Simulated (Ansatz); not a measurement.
Calculation: Ansatz (a quantum-chemistry and plane-wave program) with PBE0-D3(BJ)/def2-SVP. No frequencies were computed at this level.

Ansatz 0.2 input:
```yaml
crystal:
  periodic: [false, false, false]
  atoms:
    - { symbol: B, position_ang: [0.569355, 2.607933, -0.093287] }
    - { symbol: C, position_ang: [-0.016864, 1.157151, -0.042673] }
    - { symbol: C, position_ang: [-1.42394, 1.118994, -0.050399] }
    - { symbol: O, position_ang: [-1.966595, 2.384627, -0.103305] }
    - { symbol: C, position_ang: [-2.284662, 0.035509, -0.013697] }
    - { symbol: C, position_ang: [-2.009341, -1.327402, 0.040759] }
    - { symbol: C, position_ang: [-0.782573, -1.960739, 0.070931] }
    - { symbol: C, position_ang: [0.479448, -1.386744, 0.054824] }
    - { symbol: C, position_ang: [1.689648, -2.074999, 0.08517] }
    - { symbol: C, position_ang: [2.737974, -1.153447, 0.056569] }
    - { symbol: C, position_ang: [2.22088, 0.132126, 0.007935] }
    - { symbol: C, position_ang: [0.820362, 0.058567, 0.003328] }
    - { symbol: H, position_ang: [0.770777, 3.185995, 0.900779] }
    - { symbol: H, position_ang: [0.790437, 3.106827, -1.125346] }
    - { symbol: H, position_ang: [-2.93151, 2.339612, -0.106466] }
    - { symbol: H, position_ang: [-3.341867, 0.291508, -0.030009] }
    - { symbol: H, position_ang: [-2.880049, -1.970773, 0.06113] }
    - { symbol: H, position_ang: [-0.801008, -3.04427, 0.111788] }
    - { symbol: H, position_ang: [1.794208, -3.143937, 0.124302] }
    - { symbol: H, position_ang: [3.784146, -1.406036, 0.070048] }
    - { symbol: H, position_ang: [2.781169, 1.049497, -0.022382] }
basis:
  gaussian: { orbitals: def2-svp }
hamiltonian:
  xc: pbe0
  dispersion: d3bj
relax:
  max_steps: 150
```

Output:

```
Functional definition: PBE0
2481 factors; integrals over basis functions are off by at most 4.3e-4 eV
mean field evaluation 1: about -13202.6025 eV, gradient 6.2e1 eV
mean field evaluation 2: about -13198.8214 eV, gradient 7.3e1 eV
mean field evaluation 4: about -13212.5438 eV, gradient 5.1e0 eV
mean field evaluation 8: about -13212.7129 eV, gradient 7.5e-1 eV
mean field evaluation 16: about -13212.7144 eV, gradient 5.0e-4 eV
mean field -13212.71437902 eV, -485.5582975295 hartree, gradient 3.7e-5 eV, S^2 0.000000; 0 other end points of the search recorded, 0 dependent functions left out
reference -13212.71441224 eV, -485.5582987503 hartree; 41, 41 occupied and 172, 172 virtual orbitals, 2481 factors
relax step   1: F+E_penalty+E_count = -13213.32051865 eV  Δ(F+E_penalty+E_count) = +0.000e0 eV  max|allowed force component| = 9.122e-1 eV/Å  Δτ_max = 0.0000 Å  (34 SCF iters, accepted)
these checks for a lower state are left out or cut short: starts, cluster_reference, orbital_swaps, neighbouring_geometries, increment
2481 factors; integrals over basis functions are off by at most 4.3e-4 eV
mean field -13212.79825868 eV, -485.5613800502 hartree, gradient 1.9e-5 eV, S^2 0.000000; 0 other end points of the search recorded, 0 dependent functions left out
reference -13212.79829216 eV, -485.5613812805 hartree; 41, 41 occupied and 172, 172 virtual orbitals, 2481 factors
relax step   2: F+E_penalty+E_count = -13213.40308504 eV  Δ(F+E_penalty+E_count) = -8.257e-2 eV  max|allowed force component| = 3.863e-1 eV/Å  Δτ_max = 0.0388 Å  (36 SCF iters, accepted)
these checks for a lower state are left out or cut short: starts, cluster_reference, orbital_swaps, neighbouring_geometries, increment
2481 factors; integrals over basis functions are off by at most 4.4e-4 eV
mean field evaluation 32: about -13212.8105 eV, gradient 1.8e-4 eV
mean field -13212.81051629 eV, -485.5618305092 hartree, gradient 1.7e-5 eV, S^2 0.000000; 0 other end points of the search recorded, 0 dependent functions left out
reference -13212.81054991 eV, -485.5618317445 hartree; 41, 41 occupied and 172, 172 virtual orbitals, 2481 factors
relax step   3: F+E_penalty+E_count = -13213.41462671 eV  Δ(F+E_penalty+E_count) = -1.154e-2 eV  max|allowed force component| = 1.966e-1 eV/Å  Δτ_max = 0.0567 Å  (36 SCF iters, accepted)
these checks for a lower state are left out or cut short: starts, cluster_reference, orbital_swaps, neighbouring_geometries, increment
2481 factors; integrals over basis functions are off by at most 4.4e-4 eV
mean field -13212.81378431 eV, -485.5619506066 hartree, gradient 2.0e-5 eV, S^2 0.000000; 0 other end points of the search recorded, 0 dependent functions left out
reference -13212.81381790 eV, -485.5619518410 hartree; 41, 41 occupied and 172, 172 virtual orbitals, 2481 factors
relax step   4: F+E_penalty+E_count = -13213.41797488 eV  Δ(F+E_penalty+E_count) = -3.348e-3 eV  max|allowed force component| = 5.128e-2 eV/Å  Δτ_max = 0.0141 Å  (30 SCF iters, accepted)
these checks for a lower state are left out or cut short: starts, cluster_reference, orbital_swaps, neighbouring_geometries, increment
2481 factors; integrals over basis functions are off by at most 4.4e-4 eV
mean field -13212.81494639 eV, -485.5619933120 hartree, gradient 2.6e-5 eV, S^2 0.000000; 0 other end points of the search recorded, 0 dependent functions left out
reference -13212.81497998 eV, -485.5619945465 hartree; 41, 41 occupied and 172, 172 virtual orbitals, 2481 factors
relax step   5: F+E_penalty+E_count = -13213.41912994 eV  Δ(F+E_penalty+E_count) = -1.155e-3 eV  max|allowed force component| = 3.466e-2 eV/Å  Δτ_max = 0.0120 Å  (30 SCF iters, accepted)
these checks for a lower state are left out or cut short: starts, cluster_reference, orbital_swaps, neighbouring_geometries, increment
2481 factors; integrals over basis functions are off by at most 4.4e-4 eV
mean field -13212.81608472 eV, -485.5620351451 hartree, gradient 1.6e-5 eV, S^2 0.000000; 0 other end points of the search recorded, 0 dependent functions left out
reference -13212.81611834 eV, -485.5620363807 hartree; 41, 41 occupied and 172, 172 virtual orbitals, 2481 factors
relax step   6: F+E_penalty+E_count = -13213.42016492 eV  Δ(F+E_penalty+E_count) = -1.035e-3 eV  max|allowed force component| = 7.493e-2 eV/Å  Δτ_max = 0.0286 Å  (35 SCF iters, accepted)
these checks for a lower state are left out or cut short: starts, cluster_reference, orbital_swaps, neighbouring_geometries, increment
2481 factors; integrals over basis functions are off by at most 4.4e-4 eV
mean field -13212.81651258 eV, -485.5620508686 hartree, gradient 1.8e-5 eV, S^2 0.000000; 0 other end points of the search recorded, 0 dependent functions left out
reference -13212.81654624 eV, -485.5620521055 hartree; 41, 41 occupied and 172, 172 virtual orbitals, 2481 factors
relax step   7: F+E_penalty+E_count = -13213.42046886 eV  Δ(F+E_penalty+E_count) = -3.039e-4 eV  max|allowed force component| = 5.232e-2 eV/Å  Δτ_max = 0.0230 Å  (36 SCF iters, accepted)
these checks for a lower state are left out or cut short: starts, cluster_reference, orbital_swaps, neighbouring_geometries, increment
2481 factors; integrals over basis functions are off by at most 4.4e-4 eV
mean field evaluation 64: about -13212.8167 eV, gradient 3.4e-4 eV
mean field -13212.81673569 eV, -485.5620590679 hartree, gradient 1.9e-5 eV, S^2 0.000000; 0 other end points of the search recorded, 0 dependent functions left out
reference -13212.81676936 eV, -485.5620603050 hartree; 41, 41 occupied and 172, 172 virtual orbitals, 2481 factors
relax step   8: F+E_penalty+E_count = -13213.42067482 eV  Δ(F+E_penalty+E_count) = -2.060e-4 eV  max|allowed force component| = 2.038e-2 eV/Å  Δτ_max = 0.0045 Å  (30 SCF iters, accepted)
these checks for a lower state are left out or cut short: starts, cluster_reference, orbital_swaps, neighbouring_geometries, increment
2481 factors; integrals over basis functions are off by at most 4.4e-4 eV
mean field -13212.81676778 eV, -485.5620602469 hartree, gradient 7.8e-5 eV, S^2 0.000000; 0 other end points of the search recorded, 0 dependent functions left out
reference -13212.81680144 eV, -485.5620614841 hartree; 41, 41 occupied and 172, 172 virtual orbitals, 2481 factors
relax step   9: F+E_penalty+E_count = -13213.42069134 eV  Δ(F+E_penalty+E_count) = -1.652e-5 eV  max|allowed force component| = 7.865e-3 eV/Å  Δτ_max = 0.0016 Å  (26 SCF iters, accepted)
2481 factors; integrals over basis functions are off by at most 4.4e-4 eV
mean field -13212.81676778 eV, -485.5620602469 hartree, gradient 7.8e-5 eV, S^2 0.000000; 1 other end points of the search recorded, 0 dependent functions left out
reference -13212.81680144 eV, -485.5620614841 hartree; 41, 41 occupied and 172, 172 virtual orbitals, 2481 factors
Total energy: -13213.42072501 eV, -485.5842552658 hartree
Atom 0 at     0.483662     2.623176    -0.095292 Å, force    -0.000558    -0.001859    -0.000075 eV/Å
Atom 1 at    -0.019702     1.139198    -0.043062 Å, force    -0.002238     0.004344     0.000386 eV/Å
Atom 2 at    -1.426359     1.112535    -0.049790 Å, force    -0.001290    -0.001024    -0.000462 eV/Å
Atom 3 at    -1.907065     2.395345    -0.101054 Å, force     0.007865     0.002937    -0.000291 eV/Å
Atom 4 at    -2.304300     0.037206    -0.014121 Å, force     0.000146    -0.003176     0.000349 eV/Å
Atom 5 at    -2.019895    -1.331684     0.039221 Å, force    -0.002578     0.001789    -0.000132 eV/Å
Atom 6 at    -0.783276    -1.965893     0.069892 Å, force     0.003225    -0.000395     0.000149 eV/Å
Atom 7 at     0.492880    -1.399892     0.055280 Å, force    -0.002457     0.001427    -0.000397 eV/Å
Atom 8 at     1.703965    -2.102601     0.088150 Å, force    -0.000308    -0.000326     0.000122 eV/Å
Atom 9 at     2.760402    -1.173804     0.058555 Å, force     0.001122     0.002530     0.000245 eV/Å
Atom 10 at     2.251149     0.127857     0.006787 Å, force     0.002109    -0.000650    -0.000293 eV/Å
Atom 11 at     0.843093     0.052999     0.002248 Å, force    -0.000656    -0.005005     0.000003 eV/Å
Atom 12 at     0.697224     3.230858     0.927085 Å, force     0.000263     0.000134    -0.001159 eV/Å
Atom 13 at     0.713467     3.152438    -1.157015 Å, force    -0.000372     0.000162     0.001333 eV/Å
Atom 14 at    -2.869428     2.419770    -0.105417 Å, force    -0.006282    -0.000295    -0.000049 eV/Å
Atom 15 at    -3.369301     0.300916    -0.030090 Å, force     0.002305     0.000727     0.000119 eV/Å
Atom 16 at    -2.894923    -1.986821     0.059205 Å, force     0.000797    -0.001014     0.000065 eV/Å
Atom 17 at    -0.807740    -3.059963     0.111162 Å, force    -0.000739     0.000336    -0.000099 eV/Å
Atom 18 at     1.798349    -3.187395     0.129565 Å, force    -0.000024    -0.000337     0.000032 eV/Å
Atom 19 at     3.820811    -1.431642     0.073785 Å, force    -0.000407    -0.000060    -0.000157 eV/Å
Atom 20 at     2.836983     1.047397    -0.025095 Å, force     0.000077    -0.000246     0.000310 eV/Å
Dipole moment:    -0.603561     0.000851    -0.002753 e Å
```

Cost: about 5 core-minutes (a rough figure).
